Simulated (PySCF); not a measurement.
From one molecule to another.

First species: C3H7F3S3Si.
Numbering: `[CH3:1][S:2][SiH2:3][S:4][CH2:5][S:6][C:7]([F:8])([F:9])[F:10]` (hydrogens: H11, H12, H13 on C1; H14, H15 on Si3; H16, H17 on C5)

Second species: C₁₁H₉N.
InChI=1S/C11H9N/c1-4-10(5-2)7-8-11(6-3)9-12/h3-5,7-8H,1-2H2/b11-8-

Levels: PBE0/pcSseg-1 for HOMO energy, LUMO energy and HOMO–LUMO gap. Geometries: GFN2-xTB. All species are isolated and taken at one optimised geometry, non-relativistic unless stated; the electronic structure was computed with PySCF and density fitting.

Dipoles, sizes and rotational constants follow the conformer. The torsions of the flexible species, by atom-mapped SMILES:
- `[CH:1]#[C:2]/[C:3]([C:4]#[N:5])=[CH:6]/[CH:7]=[C:8]([CH:9]=[CH2:10])[CH:11]=[CH2:12]`: C3–C6–C7–C8 177°, C7–C8–C9–C10 -165°, C7–C8–C11–C12 -135°

The conformers of `CS[SiH2]SCSC(F)(F)F` aren't listed.

```csv
property,column X,column Y
HOMO energy,-7.21 eV,-6.47 eV
LUMO energy,-0.59 eV,-2.83 eV
HOMO–LUMO gap,6.62 eV,3.64 eV
```

(1) Which column belongs to which species?

(2) How does each property change from the first species to the second?

Answers

(1) Column X is the first species and column Y the second. The first has 17 atoms and 114 electrons, the second 21 and 82.

(2) HOMO energy +0.74 eV; LUMO energy -2.24 eV; HOMO–LUMO gap -2.98 eV.

